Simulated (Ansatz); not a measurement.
Mulliken charges of `C=[C]([AlH2])S` from r2SCAN/def2-TZVPP in Ansatz (PBE0-D4/def2-TZVP geometry).

```tsv
atom	x (Å)	y (Å)	z (Å)	charge (e)
C1	-0.052	1.292	-0.845	-0.174
C2	-0.307	0.329	0.051	-0.152
Al3	0.856	-1.226	0.088	0.487
S4	-1.665	0.490	1.153	-0.113
H5	0.786	1.197	-1.529	0.092
H6	-0.648	2.198	-0.942	0.065
H7	2.057	-1.283	-0.943	-0.149
H8	0.559	-2.374	1.142	-0.158
H9	-1.499	-0.670	1.809	0.102
```

By hand: the dipole of these point charges (1 e Å = 4.8032 D).

Σ q r = (0.143, -0.176, -0.005) e Å, of length 0.227 e Å = 1.09 D.

How does the dipole of the full density compare? (Estimate.)

Ansatz gave: (0.113, -0.085, -0.042) e Å, 0.71 D; the point charges give 1.54 times that, at 21° from its direction.

Point charges leave out the atoms' own dipoles, such as those of lone pairs, and Mulliken's split depends on the basis, so the two needn't agree.
